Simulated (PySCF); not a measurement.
# Electron correlation in Br⁺ (bromine, charge +1)

[Ar] 3d10 4s1 4p5, high-spin 3P determinant (an excited configuration). Computed with PySCF 2.14 in def2-QZVPPD (12s8p5d4f1g, 98 functions), with the non-relativistic Hamiltonian (point nucleus). Frozen: [Ar] 3d10; 6 electrons correlated.

| level | correlation energy (mhartree) |
| --- | --- |
| CCSD | -204.69 |
| (T) | -18.56 |
| CCSD(T) | -223.25 |

Diagnostics: T1 = 0.018, D1 = 0.0363, largest double amplitude 0.173.

Q: Is a single reference adequate?

A: Not fully. A double-excitation amplitude exceeds 0.15, a sign of near-degeneracy.
